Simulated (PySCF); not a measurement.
## Structure from 2D NMR

Compound of formula C₅H₆F₂. Correlations simulated from computed shifts and the bond graph:

HSQC (one-bond C–H):
```
  δH     δC
6.91  137.0
6.34  122.4
5.54  125.9
5.49  125.9
5.49   83.5
```

COSY cross peaks (H two or three bonds apart, from the bond graph; peaks can be absent where the dihedral angle is near 90°):
```
  δH    δH
6.91  6.34
6.91  5.54
6.91  5.49
5.54  5.49
```

HMBC (two and three bonds, from the bond graph):
```
  δH                         δC
6.91        169.3, 125.9, 122.4
6.34  169.3, 137.0, 125.9, 83.5
5.54               137.0, 122.4
5.49               137.0, 122.4
5.49               169.3, 122.4
```

Carbons without hydrogens: δ 169.3.

- shieldings: GIAO PBE0/pcSseg-1
- coordinates at the GFN2-xTB level
- code: PySCF
- no solvent, rapidly exchanging positions averaged, non-relativistic Hamiltonian, a single conformation

Shifts are taken against calculated references (same method and geometry level): ¹H and ¹³C against TMS.

Exchangeable hydrogens are left out of these lists.

Problem. Assemble the structure.

Solution. `C=C/C=C(/F)CF`.

Atoms are numbered as in `[CH2:1]=[CH:2]/[CH:3]=[C:4](/[F:5])[CH2:6][F:7]` (H(Xn): hydrogen on atom n). Ha(C1) is cis to C3; Hb(C1) is trans to C3.

- δC 169.3 is C4, a fully substituted alkene carbon.
- δC 137.0 is C2, an alkene CH (δH 6.91).
- δC 125.9 is C1, a terminal =CH2 carbon (δH 5.49, 5.54).
- δC 122.4 is C3, an alkene CH (δH 6.34).
- δC 83.5 is C6, an allylic sp3 CH2 bonded to F (δH 5.49).
- HMBC from δH 6.91 reaches the proton-free carbon C4.
- HMBC from δH 6.34 reaches the proton-free carbon C4.
- HMBC from δH 5.49 reaches the proton-free carbon C4.
- COSY links 6.91–6.34, 6.91–5.54, 6.91–5.49, 5.54–5.49.

The data come from this structure; uniqueness wasn't tested.

Shifts are as computed. Against solution values, carbons near 30 ppm lie about +3 ppm off and those near 130 ppm about +5 ppm. Of 1211 compounds with measured shifts, 218 miss one by over three times the rms of a fit or turn the order of signals round; such compounds aren't used in these exercises.
